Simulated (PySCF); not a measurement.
CsBr, SMILES [Br][Cs]. Coordinates come from a B3LYP-D3(BJ)/def2-TZVPD optimisation. The def2 effective core potentials stand for the cores of Cs; spin–orbit coupling is left out.

Computed equilibrium geometry at B3LYP-D3(BJ)/def2-TZVPD (PySCF confirms it by a frequency run) as bond lengths and angles, and its point group:
point group C∞v.
Atoms: Cs1 Br2. Bonds (Å): Cs1–Br2 3.145.
Charge 0, spin multiplicity 1.
